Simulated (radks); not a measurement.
Values are calculated unless marked as measured or tabulated.
The mean radii <r> (bohr) of the occupied orbitals of an atom or ion are listed with their occupations. Code: a radial shooting solver on a logarithmic mesh with Libxc functionals. Model: scalar-relativistic Kohn-Sham, r2SCAN, spin-polarised, spherical densities, finite nucleus; meta-GGA in the generalised Kohn-Sham scheme; Fermi nuclear charge, rms radius of each element as measured or else 0.836 A^(1/3) + 0.57 fm.

orbital  occ.      <r>
1s up       1  0.09684
1s down     1  0.09685
2s up       1   0.4742
2s down     1   0.4744
2p up       3   0.4375
2p down     3   0.4369
3s up       1    1.416

Name the element and its charge. Open shells, if any, are filled with parallel spins first.

Answer. Z = 16, sulfur, charge +5: S5+ in [Ne] 3s1. The 1s radius gives Z: for a bare nucleus <r> = (2 gamma + 1)/(2Z) with gamma = sqrt(1 - (Z/c)^2), 0.09332 bohr for Z = 16, and screening makes it slightly larger (0.09684 here). The occupations add up to 11, and the charge is Z minus that.
